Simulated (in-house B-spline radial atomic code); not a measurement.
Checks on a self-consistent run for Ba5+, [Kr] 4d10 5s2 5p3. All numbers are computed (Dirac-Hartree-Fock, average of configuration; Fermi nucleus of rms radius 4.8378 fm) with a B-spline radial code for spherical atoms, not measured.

| orbital | q | ε (Eh) | <1/r> | <r²> | small-component weight |
| --- | --- | --- | --- | --- | --- |
| 1s1/2 | 2 | -1385.88746 | 60.6981 | 0.000888156 | 0.042803 |
| 2s1/2 | 2 | -224.60768 | 14.2732 | 0.0141204 | 0.0092651 |
| 2p1/2 | 2 | -211.11943 | 14.2154 | 0.0104332 | 0.0092557 |
| 2p3/2 | 4 | -197.04085 | 12.9822 | 0.0116967 | 0.0087397 |
| 3s1/2 | 2 | -50.66515 | 5.14675 | 0.0963963 | 0.0028219 |
| 3p1/2 | 2 | -44.96824 | 5.04735 | 0.0915236 | 0.0027518 |
| 3p3/2 | 4 | -42.17853 | 4.74485 | 0.0990422 | 0.0026149 |
| 3d3/2 | 4 | -32.31397 | 4.59294 | 0.0819463 | 0.0024795 |
| 3d5/2 | 6 | -31.72788 | 4.51534 | 0.0841011 | 0.0024385 |
| 4s1/2 | 2 | -12.23782 | 2.09045 | 0.509871 | 0.0008261 |
| 4p1/2 | 2 | -10.07402 | 1.98174 | 0.552022 | 0.00076061 |
| 4p3/2 | 4 | -9.48658 | 1.88993 | 0.592279 | 0.00072165 |
| 4d3/2 | 4 | -5.88472 | 1.66852 | 0.719783 | 0.00058457 |
| 4d5/2 | 6 | -5.78330 | 1.64405 | 0.73721 | 0.00057267 |
| 5s1/2 | 2 | -3.30559 | 0.839195 | 2.73033 | 0.00018978 |
| 5p1/2 | 1 | -2.71235 | 0.764823 | 3.25167 | 0.00016354 |
| 5p3/2 | 2 | -2.61409 | 0.736586 | 3.45811 | 0.00015507 |

Electron-electron repulsion V_ee = 2863.5813 hartree.

What total energy follows from the eigenvalues?

The eigenvalues count the repulsion twice, so E = Σqε - V_ee = -5266.357 - 2863.581 = -8129.938 hartree; the run printed -8129.938.

Does the Dirac virial theorem hold?

For a point nucleus E = -2c²Σq·w, with w the small-component weight. Here Σq·w = 0.21645 and c = 137.0360, so the ratio E/(-2c²Σq·w) is 1.000075; the finite nucleus accounts for the departure from 1.

What diamagnetic shielding (Lamb formula) and susceptibility (Langevin formula) do the radii give?

σ = (α²/3)Σq<1/r> = 351.293/(3·137.036²) = 6235.6 ppm, and χ = -0.79199×10⁻⁶·Σq<r²> = -23.07×10⁻⁶ cm³/mol with Σq<r²> = 29.126 bohr². Both are non-relativistic formulas without the paramagnetism of open shells; for so heavy an element the full relativistic shielding is larger by tens of per cent.
